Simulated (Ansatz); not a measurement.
Reactions of `OC=C(S)Cl`.

Computed with Ansatz on PBE0-D4/def2-TZVP structures; ΔE is electronic, products minus reactants. CCSD(T)/CBS is the MP2 limit (def2-TZVPP, def2-QZVPP) plus CCSD(T) − MP2 in def2-TZVPP, frozen cores. This one scheme is used for every species, atoms too. Double bonds are as drawn, so ΔE can hold a change between cis and trans. No spin–orbit coupling; open shells (•) take unrestricted orbitals. Spin–orbit coupling would lower the free atoms: a little for C, Cl, O, S. Bonds to Se are less sure, by a few kJ/mol each and by 10 to 20 or more in all where they break to atoms, as the def2 sets lack core-valence functions. Scalar relativity is left out up to krypton. One conformer a species, not always the lowest.

**Question.** Order these by ΔE at CCSD(T)/CBS, lowest first. (An estimate is asked.)
A. `O/C=C(/S)Cl` + CH₄ → `C/C(S)=C/O` + HCl
B. `O/C=C(/S)Cl` → 2 C• + Cl• + 3 H• + O• + S•
C. `O/C=C(/S)Cl` + H₂ → `C=C(S)Cl` + H₂O
D. `O/C=C(/S)Cl` + H₂Se → `O/C=C(/Cl)[SeH]` + H₂S
E. `O/C=C(/S)Cl` + HCl → `OC=C(Cl)Cl` + H₂S
F. `O/C=C(/S)Cl` + CH₃OH → `OC/C=C(/S)Cl` + H₂O

**Answer.** C (-76.8 kJ/mol), F (-30.5 kJ/mol), A (-16.2 kJ/mol), D (+20.9 kJ/mol), E (+34.3 kJ/mol), B (+2956.5 kJ/mol).

Largest T1 diagnostic: 0.013, for `O/C=C(/S)Cl`.
